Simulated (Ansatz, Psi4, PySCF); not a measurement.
F₂In (SMILES [F][In][F]), doublet, at a GFN2-xTB geometry (such geometries of metal compounds can be far from the true shape) (the spin is typed, not shown lowest) (all electrons, no relativity). Base run: REVPBE/STO-3G (PySCF).

Here is a job for PySCF.
```python
from pyscf import gto, scf, dft

mol = gto.Mole()
mol.atom = '''
    In    0.21583697    0.08578411    0.06613032
    F    -0.77175682    1.20938463   -1.45056227
    F    -0.40335556   -1.67643143    1.09051942
'''
mol.basis = 'sto-3g'
mol.spin = 1
mol.verbose = 4
mol.build()

mf = dft.UKS(mol)
mf.xc = 'revpbe'
mf.kernel()
```

The same geometry, method and basis name were run in Ansatz (a quantum-chemistry and plane-wave program) and Psi4 and PySCF, at each program's defaults and at the settings that a row names. The base is PySCF at its defaults. Differences at the defaults can come from grids, fitting, cores and function types together.

| code and settings | ΔE vs base (µEh) | basis functions | E (Eh) | SCF cycles | dipole (D) |
|---|---|---|---|---|---|
| PySCF, defaults (exact integrals, its default grid, spherical functions) | 0.0 | 37 | -5881.19457 | 11 | 0.10 |
| Ansatz, defaults (factorised integrals, its default grid, spherical functions) | -6.0 | 37 | -5881.19458 | - | - |
| PySCF, fine grid | -4.9 | 37 | -5881.19458 | 11 | 0.10 |
| Psi4, exact integrals, spherical functions, fine grid | 43.0 | 37 | -5881.19453 | 15 | 0.10 |
| Ansatz, high accuracy | -4.3 | 37 | -5881.19458 | - | - |

Open shells are given as the SCF converged; they aren't shown to be the lowest states, and a large step between rows can be another state.
